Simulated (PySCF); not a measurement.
[Lu(P5)]2+ at several levels of theory

Computed with PySCF 2.14.0 (density fitting, no spin-orbit coupling) at the geometry relaxed with TPSS:

```xyz
6
[Lu(P5)]2+ (singlet in the valence; each metal's 4f electrons, 14 of them, lie in its core potential, out of spins and levels)
Lu    0.0000    0.0000   -1.0083
P     1.8502    0.0000    1.1521
P     0.5717    1.7596    1.1521
P    -1.4968    1.0875    1.1521
P    -1.4968   -1.0875    1.1521
P     0.5718   -1.7596    1.1521
```

```json
{"level": "TPSS", "basis": "Lu lcecp-1-SVP with ECP60, P def2-SVP", "state": "singlet", "HOMO (eV)": "-15.24", "gap (eV)": "1.31", "charge on Lu1 (e)": "1.28", "population of f-type functions on Lu1 (polarisation alone where 4f lies in the core)": "0.02", "dipole about the centre of mass (D)": "2.92", "largest force component (eV/Å)": "0.01"}
{"level": "TPSS", "basis": "Lu lcecp-1-TZVP with ECP60, P def2-TZVP", "state": "singlet", "HOMO (eV)": "-14.91", "gap (eV)": "1.29", "charge on Lu1 (e)": "1.50", "population of f-type functions on Lu1 (polarisation alone where 4f lies in the core)": "0.02", "dipole about the centre of mass (D)": "2.50", "largest force component (eV/Å)": "0.37"}
```

In the lcecp rows the 4f levels are missing from HOMO and gap, and the state counts the valence alone.

Charges are Mulliken's, which hang on the basis. The relaxation used the grid (50, 194), these runs (75, 302) or, all-electron (x2c bases, spin-free X2C Hamiltonian), (99, 590).

Problem. Order these levels, in the first row's basis, by the HOMO–LUMO gap they give here, smallest first.
A. wB97X
B. CAM-B3LYP
C. r2SCAN
D. HF

Solution. C (1.44 eV), B (5.04 eV), A (6.91 eV), D (8.09 eV).

Problem. And their other results?

Solution. 
```
    level    state  HOMO (eV)  gap (eV)  charge on Lu1 (e)  population of f-type functions on Lu1 (polarisation alone where 4f lies in the core)  dipole about the centre of mass (D)  largest force component (eV/Å)
CAM-B3LYP  singlet     -17.18      5.04               1.14                                                                                  0.02                                 3.17                            0.49
   r2SCAN  singlet     -15.40      1.44               1.33                                                                                  0.02                                 3.18                            0.23
    wB97X  singlet     -18.20      6.91               1.24                                                                                  0.02                                 3.66                            0.89
       HF  singlet     -18.20      8.09               1.45                                                                                  0.02                                 4.25                            1.49
```

In the first row's basis the gap widens with exact exchange: 1.3 to 1.4 eV for TPSS, r2SCAN (none); 5.0 to 8.1 eV for CAM-B3LYP, wB97X, Hartree–Fock (rising or full at long range).

No frequency check is given that shows the relaxed geometry to be a minimum. An lcecp potential fixes the number of 4f electrons, so in runs with it no electron can move into or out of that shell.
